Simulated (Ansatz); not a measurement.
Consider the ligand exchange at the Si–C bond: `C[SiH2]OCF` + H–F → `FCO[SiH2]F` + CH₄.

Calculated with Ansatz (gas phase, PBE0-D4/def2-TZVP geometries, no zero-point term in ΔE). CCSD(T)/CBS is the MP2 limit (def2-TZVPP, def2-QZVPP) plus CCSD(T) − MP2 in def2-TZVPP, frozen cores. This one scheme is used for every species. DFT in def2-TZVPP. HSE06 is defined as in plane-wave codes. One conformer a species, not always the lowest.

(1) Is it downhill or uphill in electronic energy at CCSD(T)/CBS, and by how much? (Estimate.)

(2) What do these levels give: HSE06-D4, revPBE, BLYP, MP2/def2-SVP, MP2/def2-QZVPP, MP2/CBS(def2)? (An estimate is asked.)

Largest T1 diagnostic among the species: 0.012.

Results:

(1) The calculation gave: Downhill: ΔE = -35.2 kcal/mol.

(2) Computed: HSE06-D4 -33.4, revPBE -34.2, BLYP -38.0, MP2/def2-SVP -35.7, MP2/def2-QZVPP -35.5, MP2/CBS(def2) -35.2 kcal/mol.

From BLYP to BHLYP (50 % exact exchange), in def2-TZVPP and without D4, ΔE moves by −1.1 kcal/mol. In def2-TZVPP, CCSD(T) changes the Hartree–Fock value by +6.0 kcal/mol (the triples alone add +0.7 kcal/mol) and MP2 by +5.9 kcal/mol.
